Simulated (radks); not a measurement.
Results of a calculation; reference values are marked as such.
Neutral technetium inside a hard spherical wall (all orbitals vanish at R), configuration held at [Kr] 4d5 5s2 and not refilled when levels cross. Code: a radial shooting solver on a logarithmic mesh with Libxc functionals. Model: scalar-relativistic Kohn-Sham, PBE, spin-polarised, spherical densities, point nucleus; open shells are filled with parallel spins first (spin-orbit coupling, left out, can overturn this in heavy ions). Eigenvalues in eV for spin up, with the zero of energy where the potential of the charges vanishes at infinity; a dash marks a level that is unbound or too diffuse for the functional's potential to be trusted. A positive occupied level is held by the wall or, in an anion where self-interaction has pushed it up, behind a barrier. The pressure on the wall is -dE/dV.

[
 {"R (bohr)": "free", "E (hartree)": "-4285.74288", "kinetic (hartree)": "4425.410", "e(4s)": "-74.358", "e(4p)": "-46.451", "e(4d)": "-7.827", "e(5s)": "-5.540", "e(5p, empty)": "-1.623", "e(6s, empty)": "-", "pressure (GPa)": "0"},
 {"R (bohr)": "12", "E (hartree)": "-4285.74280", "kinetic (hartree)": "4425.411", "e(4s)": "-74.350", "e(4p)": "-46.443", "e(4d)": "-7.819", "e(5s)": "-5.533", "e(5p, empty)": "-1.595", "e(6s, empty)": "0.785", "pressure (GPa)": "0.00132"},
 {"R (bohr)": "10", "E (hartree)": "-4285.74221", "kinetic (hartree)": "4425.417", "e(4s)": "-74.306", "e(4p)": "-46.399", "e(4d)": "-7.776", "e(5s)": "-5.498", "e(5p, empty)": "-1.500", "e(6s, empty)": "1.729", "pressure (GPa)": "0.0170"},
 {"R (bohr)": "7", "E (hartree)": "-4285.72554", "kinetic (hartree)": "4425.525", "e(4s)": "-73.724", "e(4p)": "-45.818", "e(4d)": "-7.229", "e(5s)": "-4.973", "e(5p, empty)": "-0.489", "e(6s, empty)": "7.142", "pressure (GPa)": "0.904"},
 {"R (bohr)": "6", "E (hartree)": "-4285.69060", "kinetic (hartree)": "4425.709", "e(4s)": "-72.968", "e(4p)": "-45.070", "e(4d)": "-6.538", "e(5s)": "-4.193", "e(5p, empty)": "0.802", "e(6s, empty)": "12.486", "pressure (GPa)": "3.81"},
 {"R (bohr)": "4", "E (hartree)": "-4285.16725", "kinetic (hartree)": "4427.886", "e(4s)": "-67.330", "e(4p)": "-39.615", "e(4d)": "-1.376", "e(5s)": "3.718", "e(5p, empty)": "11.915", "e(6s, empty)": "48.316", "pressure (GPa)": "111"},
 {"R (bohr)": "3", "E (hartree)": "-4283.29621", "kinetic (hartree)": "4434.795", "e(4s)": "-57.095", "e(4p)": "-29.795", "e(4d)": "9.259", "e(5s)": "25.189", "e(5p, empty)": "38.725", "e(6s, empty)": "117.68", "pressure (GPa)": "1020"},
 {"R (bohr)": "2.5", "E (hartree)": "-4279.94219", "kinetic (hartree)": "4446.673", "e(4s)": "-45.428", "e(4p)": "-18.072", "e(4d)": "23.229", "e(5s)": "57.369", "e(5p, empty)": "75.960", "e(6s, empty)": "202.53", "pressure (GPa)": "4040"},
 {"R (bohr)": "2", "E (hartree)": "-4269.79357", "kinetic (hartree)": "4479.991", "e(4s)": "-20.299", "e(4p)": "8.890", "e(4d)": "56.061", "e(5s)": "138.10", "e(5p, empty)": "163.82", "e(6s, empty)": "385.97", "pressure (GPa)": "20500"},
 {"R (bohr)": "1.5", "E (hartree)": "-4232.28261", "kinetic (hartree)": "4587.181", "e(4s)": "52.832", "e(4p)": "89.459", "e(4d)": "149.69", "e(5s)": "372.84", "e(5p, empty)": "406.26", "e(6s, empty)": "856.51", "pressure (GPa)": "148000"}
]
